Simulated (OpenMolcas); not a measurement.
3s2 3p2 along the 14-electron sequence

```json
{
  "Program": "OpenMolcas 26.06",
  "Method": "SS-RASPT2, IPEA 0.25 Eh, imaginary shift 0.1 Eh",
  "Basis": "ANO-R2",
  "Scalar Hamiltonian": "X2C, finite nucleus",
  "Spin-orbit coupling": "state interaction with AMFI integrals over the reference wave functions, term energies averaged over their components"
}
```

Active space for each ion: 4 electrons in 9 orbitals (RAS2 3s 3p; RAS3 3d, at most 2 electrons); closed shells correlated by CASPT2: 2s 2p.

Computed levels in cm-1 above 3P0:

```
                               Level     P+    S2+   Cl3+   Ar4+
                                 3P1    144    261    434    684
                                 3P2    415    738   1202   1847
                                 1D2   9320  11740  14140  16610
                                 1S0  22300  28100  33470  38720
weight of 3P in the lowest level (%)    100    100    100    100
```

Measured, with the error of the calculation in %. Measured levels: P+ from NIST Handbook of Basic Atomic Spectroscopic Data; S2+ from NIST levels in Podobedova, Kelleher and Wiese, J. Phys. Chem. Ref. Data 38, 171 (2009); Cl3+ from Moore, Atomic Energy Levels, vol. I, NSRDS-NBS 35 (1971 reprint of NBS Circular 467, 1949); Ar4+ from Saloman, J. Phys. Chem. Ref. Data 39, 033101 (2010).

```json
{"Level": "3P1", "P+": "165 (-12.5)", "S2+": "299 (-12.6)", "Cl3+": "491 (-11.5)", "Ar4+": "763 (-10.4)"}
{"Level": "3P2", "P+": "469 (-11.5)", "S2+": "833 (-11.4)", "Cl3+": "1341 (-10.3)", "Ar4+": "2029 (-9.0)"}
{"Level": "1D2", "P+": "8882 (+4.9)", "S2+": "11323 (+3.7)", "Cl3+": "13766 (+2.7)", "Ar4+": "16299 (+1.9)"}
{"Level": "1S0", "P+": "21576 (+3.4)", "S2+": "27161 (+3.5)", "Cl3+": "32550 (+2.8)", "Ar4+": "37912 (+2.1)"}
```

The fine-structure level 3P2 changes by a factor of 4.45 from P+ to Ar4+. Its fourth root runs 4.51, 5.21, 5.89, 6.56, with steps per unit of Z of 0.70, 0.68, 0.67; equal steps would mean a (Z - σ)^4 law with constant σ.

1D2 changes by a factor of 1.78 over the same range, with steps per unit of Z of +2420, +2400, +2470 cm-1.

CASPT2 does not keep the components of a term degenerate, so their means are used; among the terms shown or strongly mixed into the levels shown the widest spread is 12 cm-1 (3s2 3p2 1D, S2+). The run also gave levels led by 3s 3p2 3d, 3s2 3p 3d, which use shells meant for correlation; these and all levels above them are left out (holds for P+; S2+). Active for correlation alone: 3d; no level in the range computed is led by a configuration that fills it, so any true level of that kind is missing (holds for Cl3+; Ar4+). Computed and measured levels are paired by configuration, term and J; levels that our copy of the source lacks, or whose pairing is in doubt (as where it misses far off the trend of its configuration), stay unpaired and out of the deviations. Levels of configurations outside the active space are missing.
